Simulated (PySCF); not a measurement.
2-fluorocyclopenta-1,3-diene (C₅H₅F), SMILES FC1=CCC=C1. Atoms are numbered in the order given.

```xyz
11

F      0.0013    -2.0646     0.0000
C      0.0442    -0.7408     0.0000
C      1.1472     0.0316     0.0000
C      0.6859     1.4534     0.0000
C     -0.8093     1.3595     0.0000
C     -1.1745     0.0617     0.0000
H      2.1820    -0.3059     0.0000
H      1.0521     2.0123    -0.8815
H      1.0521     2.0123     0.8815
H     -1.4752     2.2229     0.0000
H     -2.1833    -0.3523     0.0000
```

Geometry optimised at PBE0-D3(BJ)/def2-SVP. One conformer was computed; it need not be the lowest.

Level of theory: PySCF with TDA-PBE0/def2-SVPD.

Vertical excitations. Isolated molecule, no solvent. State labels are in the subgroup Cs.

Computed UV-visible absorptions:
| state | symmetry | energy (eV) | λ (nm) | f | main pairs |
|---|---|---|---|---|---|
| S1 | A' | 5.48 | 226 | 0.125 | HOMO→LUMO 93 % |
| S2 | A" | 6.36 | 195 | 0.001 | HOMO→LUMO+1 97 % |
| S3 | A" | 6.74 | 184 | 0.010 | HOMO→LUMO+2 95 % |
| S4 | A' | 6.79 | 183 | 0.045 | HOMO−1→LUMO 58 %, HOMO→LUMO+4 39 % |
| S5 | A" | 7.08 | 175 | 0.024 | HOMO→LUMO+3 98 % |
| S6 | A" | 7.46 | 166 | 0.002 | HOMO→LUMO+5 96 % |
| S7 | A" | 7.65 | 162 | 0.002 | HOMO−2→LUMO 98 % |
| S8 | A" | 7.83 | 158 | 0.001 | HOMO→LUMO+6 98 % |
| S9 | A" | 8.12 | 153 | 0.003 | HOMO−3→LUMO 95 % |
| S10 | A' | 8.24 | 151 | 0.120 | HOMO→LUMO+7 89 % |
| T1 | A' | 3.10 | 400 | 0 | HOMO→LUMO 95 % |
| T2 | A' | 4.95 | 250 | 0 | HOMO−1→LUMO 65 %, HOMO→LUMO+4 31 % |
| T3 | A" | 6.28 | 197 | 0 | HOMO→LUMO+1 95 % |
| T4 | A' | 6.41 | 193 | 0 | HOMO→LUMO+4 64 %, HOMO−1→LUMO 32 % |
Triplets are in the Tamm–Dancoff approximation.
